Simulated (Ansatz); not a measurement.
BiF$_{3}$, triplet, at a GFN2-xTB geometry (such geometries of metal compounds can be far from the true shape) (a higher spin typed on purpose: for a closed-shell molecule this is an excited state) (core potentials on Bi). Base run: Ansatz (a quantum-chemistry and plane-wave program) with B3LYP/def2-SV(P).

Here is a job for Ansatz.
Ansatz 0.2 input:
```yaml
crystal:
  periodic: [false, false, false]
  atoms:
    - {symbol: Bi, position_ang: [-0.00000000, 0.00000000, -0.00000000]}
    - {symbol: F, position_ang: [-1.77486950, -1.33957327, 0.04220613]}
    - {symbol: F, position_ang: [-0.27034194, 2.20655081, 0.06669640]}
    - {symbol: F, position_ang: [2.04521144, -0.86697754, -0.10890253]}
basis:
  gaussian:
    orbitals: def2-SV_P_.json
hamiltonian:
  xc: b3lyp
magnetization: {spin_polarized: true, initial_magnetization: 2}
```
The basis file holds def2-SV(P) in the JSON format of the Basis Set Exchange.

Variants of this job, named by their change:

```tsv
change	basis functions	E (Eh)
base	68	-513.91041
basis = jorge-DZP-DKH; relativity = spin-free X2C	108	-21653.65761
basis = x2c-SVPall; relativity = spin-free X2C; nucleus = Gaussian	104	-21833.88516
basis = x2c-TZVPall; relativity = spin-free X2C; nucleus = Gaussian	176	-21835.50683
basis = x2c-TZVPall; relativity = none	176	-19507.71657
basis = jorge-DZP-DKH; relativity = spin-free X2C; nucleus = Gaussian	108	-21649.87938
basis = x2c-SVPall; relativity = spin-free X2C	104	-21838.55072
basis = x2c-TZVPall; relativity = spin-free X2C	176	-21840.20916
basis = jorge-DZP-DKH; relativity = none	108	-17052.31574
basis = x2c-SVPall; relativity = none	104	-17437.65201
```

Absolute energies of different levels of theory aren't comparable as measures of quality.

Ansatz warned in this series: the basis is contracted for relativity, which the run leaves out.

Basis sets contracted for a relativistic Hamiltonian are a mismatch without it, so the rows without relativity aren't non-relativistic limits. No row has spin-orbit coupling; sets with core potentials leave out the core electrons.
